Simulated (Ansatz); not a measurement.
Ansatz (a first-principles code) input (HF/3-21G): The .json file is the Basis Set Exchange's 3-21G.

Ansatz 0.2 input:
```yaml
crystal:
  periodic: [false, false, false]
  atoms:
    - {symbol: S, position_ang: [-0.05714100, -0.00577200, -0.46752000]}
    - {symbol: O, position_ang: [-0.03762100, -0.03658900, 1.03750800]}
    - {symbol: H, position_ang: [1.21521700, 0.38506800, -0.81973700]}
basis:
  gaussian:
    orbitals: 3-21G.json
hamiltonian:
  xc: {name: HF}
magnetization: {spin_polarized: true, initial_magnetization: 1}
relax: {f_tol: 0.003, max_steps: 120}
```

From the output:

```
mean field -12803.43431797 eV, -470.5175327061 hartree, gradient 2.2e-5 eV, S^2 0.766198; 0 other end points of the search recorded, 0 dependent functions left out
the calculation of the forces begins
reference -12803.43431797 eV, -470.5175327061 hartree; 13, 12 occupied and 11, 12 virtual orbitals, 272 factors
relax step   3: F+E_penalty+E_count = -12803.43431797 eV  Δ(F+E_penalty+E_count) = -2.550e-1 eV  max|allowed force component| = 7.436e-1 eV/Å  Δτ_max = 0.0677 Å  (56 SCF iters, accepted)
these checks for a lower state are left out or cut short: starts, cluster_reference, orbital_swaps, neighbouring_geometries, increment
integrals: 0.00 GiB planned
272 factors; integrals over basis functions are off by at most 5.3e-5 eV
mean field: 0.05 GiB planned
mean field -12803.44564304 eV, -470.5179488947 hartree, gradient 1.3e-5 eV, S^2 0.771443; 0 other end points of the search recorded, 0 dependent functions left out
the calculation of the forces begins
reference -12803.44564304 eV, -470.5179488947 hartree; 13, 12 occupied and 11, 12 virtual orbitals, 272 factors
relax step   4: F+E_penalty+E_count = -12803.44564304 eV  Δ(F+E_penalty+E_count) = -1.133e-2 eV  max|allowed force component| = 1.192e-1 eV/Å  Δτ_max = 0.0230 Å  (58 SCF iters, accepted)
these checks for a lower state are left out or cut short: starts, cluster_reference, orbital_swaps, neighbouring_geometries, increment
integrals: 0.00 GiB planned
272 factors; integrals over basis functions are off by at most 5.3e-5 eV
mean field: 0.05 GiB planned
mean field -12803.44596812 eV, -470.5179608410 hartree, gradient 3.4e-5 eV, S^2 0.772826; 0 other end points of the search recorded, 0 dependent functions left out
the calculation of the forces begins
reference -12803.44596812 eV, -470.5179608410 hartree; 13, 12 occupied and 11, 12 virtual orbitals, 272 factors
relax step   5: F+E_penalty+E_count = -12803.44596812 eV  Δ(F+E_penalty+E_count) = -3.251e-4 eV  max|allowed force component| = 6.343e-3 eV/Å  Δτ_max = 0.0041 Å  (49 SCF iters, accepted)
these checks for a lower state are left out or cut short: starts, cluster_reference, orbital_swaps, neighbouring_geometries, increment
integrals: 0.00 GiB planned
272 factors; integrals over basis functions are off by at most 5.3e-5 eV
mean field: 0.05 GiB planned
mean field -12803.44597244 eV, -470.5179609998 hartree, gradient 1.6e-5 eV, S^2 0.772815; 0 other end points of the search recorded, 0 dependent functions left out
the calculation of the forces begins
reference -12803.44597244 eV, -470.5179609998 hartree; 13, 12 occupied and 11, 12 virtual orbitals, 272 factors
relax step   6: F+E_penalty+E_count = -12803.44597244 eV  Δ(F+E_penalty+E_count) = -4.322e-6 eV  max|allowed force component| = 3.310e-3 eV/Å  Δτ_max = 0.0008 Å  (44 SCF iters, accepted)
these checks for a lower state are left out or cut short: starts, cluster_reference, orbital_swaps, neighbouring_geometries, increment
integrals: 0.00 GiB planned
272 factors; integrals over basis functions are off by at most 5.3e-5 eV
mean field: 0.05 GiB planned
mean field -12803.44597283 eV, -470.5179610141 hartree, gradient 2.9e-5 eV, S^2 0.772818; 0 other end points of the search recorded, 0 dependent functions left out
the calculation of the forces begins
reference -12803.44597283 eV, -470.5179610141 hartree; 13, 12 occupied and 11, 12 virtual orbitals, 272 factors
relax step   7: F+E_penalty+E_count = -12803.44597283 eV  Δ(F+E_penalty+E_count) = -3.877e-7 eV  max|allowed force component| = 7.302e-6 eV/Å  Δτ_max = 0.0001 Å  (40 SCF iters, accepted)
integrals: 0.00 GiB planned
272 factors; integrals over basis functions are off by at most 5.3e-5 eV
mean field: 0.05 GiB planned
mean field evaluation 96: about -12803.4460 eV, gradient 2.9e-5 eV
mean field evaluation 128: about -12802.8102 eV, gradient 5.1e-1 eV
mean field evaluation 160: about -12802.8727 eV, gradient 4.5e-1 eV
mean field -12803.44597283 eV, -470.5179610141 hartree, gradient 2.9e-5 eV, S^2 0.772818; 4 other end points of the search recorded, 0 dependent functions left out
the calculation of the forces begins
reference -12803.44597283 eV, -470.5179610141 hartree; 13, 12 occupied and 11, 12 virtual orbitals, 272 factors
Total energy: -12803.44597283 eV, -470.5179610141 hartree
Atom 0 at    -0.063900    -0.005143    -0.576654 Å, force     0.000001     0.000000     0.000005 eV/Å
Atom 1 at    -0.026715    -0.035691     1.135080 Å, force     0.000002     0.000001    -0.000007 eV/Å
Atom 2 at     1.211070     0.383540    -0.808175 Å, force    -0.000003    -0.000001     0.000003 eV/Å
Dipole moment:     0.248970     0.082063    -0.298063 e Å
```

The geometry given is a B3LYP-D3(BJ)/def2-TZVP minimum.
